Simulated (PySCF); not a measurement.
## MO for M along the fifth-period p block

PBE with double-zeta basis sets in PySCF, for the lowest determinant that a PBE0 search found; no spin–orbit coupling. De refers to high-spin ground-configuration atoms. A positive dipole means M(−)O(+).

```tsv
M	basis	state (unpaired electrons)	Re (Å)	ωe (cm⁻¹)	De (eV)	μ (D)
In	def2-SVPD	doublet (π ↑)	2.151	463	3.82	-3.17
Sn	cc-pVDZ-PP/cc-pVDZ	singlet (closed shell)	1.873	790	5.89	-3.46
Sb	x2c-SVPall	doublet (π ↑)	1.862	804	4.52	-3.07
Te	def2-SVP	triplet (π ↑↑)	1.884	749	4.47	-2.68
I	x2c-SVPall	doublet (π ↑)	1.937	650	2.89	-2.48
```

The shortest bond is that of SbO (1.862 Å), the longest that of InO (2.151 Å). SnO is bound most strongly (5.89 eV) and IO least (2.89 eV).

The rows differ in basis set, which adds steps of its own.

The state changes along the series, so neighbouring rows are not always alike in their bonding.

Spin–orbit coupling is left out, which matters for elements this heavy, above all for dissociation energies. States were picked by a PBE0 search and need not be the measured ground states.
